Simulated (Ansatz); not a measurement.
`[GeH3][TeH]` + `FCCl` → `FC(Cl)[TeH]` + GeH₄ at 500 K and 1 bar (formal exchange of groups at a Te–Ge bond).

Isolated molecules relaxed with PBE0-D4/def2-TZVP in Ansatz; ΔE leaves out vibrations. CBS: MP2 limit from def2 TZ/QZ plus the TZ coupled-cluster correction, frozen cores. This one scheme is used for every species. def2 core potentials past Kr. For Ge, Te outer-core shells are correlated without core-valence functions, which leaves a few kJ/mol of doubt a bond. Scalar relativity is left out up to krypton.

```
      species  CCSD(T)/CBS energy (Eh)  H − E (kJ/mol)  S (J/(mol·K))
`[GeH3][TeH]`              -2346.24724           110.0          352.4
       `FCCl`               -598.81139           104.1          292.1
`FC(Cl)[TeH]`               -866.51961           104.9          375.3
         GeH₄              -2078.49493            99.4          244.6
```

H − E and S are ideal-gas, rigid-rotor, harmonic terms from PBE0-D4/def2-TZVP, for one conformer and one mirror image of each species. 1 Eh = 2625.50 kJ/mol, R = 8.31446 J/(mol·K).

Q: By hand: ΔE, ΔH, ΔS and ΔG.

A: ΔE = (-866.51961) + (-2078.49493) − (-2346.24724) − (-598.81139) = 0.04409 Eh = 115.8 kJ/mol. Δ(H − E) = 104.9 + 99.4 − 110.0 − 104.1 = -9.8, so ΔH = 106.0 kJ/mol. ΔS = 375.3 + 244.6 − 352.4 − 292.1 = -24.6 J/(mol·K). ΔG = 106.0 − 500 × (-24.6)/1000 = 118.3 kJ/mol.

Q: By hand: the equilibrium constant, and the temperature at which ΔG would vanish if ΔH and ΔS stayed fixed.

A: log₁₀ K = −ΔG/(RT ln 10) = -12.4. ΔH and −TΔS have one sign here, so there is no such temperature.

ΔH outweighs TΔS. A doubt of 5 kJ/mol in ΔE shifts log₁₀ K by 0.5 here. Other conformers and mirror images would add mixing entropy, several J/(mol·K) or more a flexible species. These are equilibria of isolated gas molecules and say nothing of rates. Largest T1 diagnostic: 0.012 (customary marks: 0.02 for closed shells, 0.045 for open ones).
